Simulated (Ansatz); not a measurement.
The cluster Cu₂Sn₂. Total charge 0; triplet. Geometry PBE-D4/def2-SVP, that of the charge +1 doublet; atoms count from 1.

```tsv
atom	x (Å)	y (Å)	z (Å)
Cu1	0.0838	-1.4047	-0.6416
Cu2	0.4782	1.0577	-1.0221
Sn3	-1.6269	0.3143	0.3478
Sn4	1.0650	0.0327	1.3158
```

In the def2 sets Sn takes a core potential; there is no spin–orbit coupling. At PBE0-D4/def2-TZVP a singlet of charge 0 lies 0.77 eV below the triplet at the same geometry. The structure comes from a short search, and lower isomers may exist.

(1) Estimate the Mulliken populations from the PBE0/def2-TZVP orbitals of Ansatz.

(2) Where does the spin sit?

(3) And the Mayer bond orders between heavy atoms (over 0.3)?

Answers

(1) 
```
atom  charge (e)  spin (α − β)  d electrons
 Cu1       -0.01          0.01         9.86
 Cu2       -0.01          0.01         9.86
 Sn3        0.01          0.99            –
 Sn4        0.01          0.99            –
```
Mulliken values depend strongly on the basis.

(2) Summed by element: Cu 0.02, Sn 1.98, of 2 unpaired in all. Largest on single atoms: Sn3 0.99, Sn4 0.99, Cu1 0.01.

(3) Cu1–Sn3 0.67 (2.62 Å); Cu1–Sn4 0.67 (2.62 Å); Cu2–Sn3 0.67 (2.62 Å); Cu2–Sn4 0.67 (2.62 Å); Sn3–Sn4 1.00 (2.87 Å).
